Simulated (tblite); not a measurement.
All values are computed: GFN2-xTB (tblite) harmonic vibrations without scaling, gas phase. This tight-binding method is rough: wavenumbers can miss measured ones by several per cent, in bad cases by 10 to 20. Modes of hydrogen on silicon can be 10 to 20 % off. One conformer each. Thermal functions are those of the rigid rotor and harmonic oscillator, without mixing of conformers.

Question: Order these by their ideal-gas entropy at 298.15 K and 1 bar, highest first (J/(mol K)).
A. `F/C=C(/F)[C@H]([SiH3])C(Cl)(Cl)Cl`
B. `C1C(CC1)n1nc(F)cn1`
C. `Cn1cnc(C#C)c1C`
D. `C=CP([SiH3])C1CCCC1`

Answer: A (476.6), D (459.3), C (392.6), B (387.8).

```csv
SMILES,atoms,mass (u),symmetry number,modes under 300 cm⁻¹,ZPE (kJ/mol),S translation (J/(mol K)),S rotation,S vibration,S,Cp
F/C=C(/F)[C@H]([SiH3])C(Cl)(Cl)Cl,15,223.92,1,11,200.7,176.3,131.5,168.8,476.6,192.5
C=CP([SiH3])C1CCCC1,24,158.07,1,9,514.4,172.0,126.5,160.8,459.3,194.6
C#Cc1ncn(C)c1C,17,120.07,1,7,347.7,168.6,120.2,103.9,392.6,149.2
Fc1cnn(C2CCC2)n1,18,141.07,1,5,368.9,170.6,123.1,94.1,387.8,138.5
```

Entropies and Cp are for 298.15 K and 1 bar.
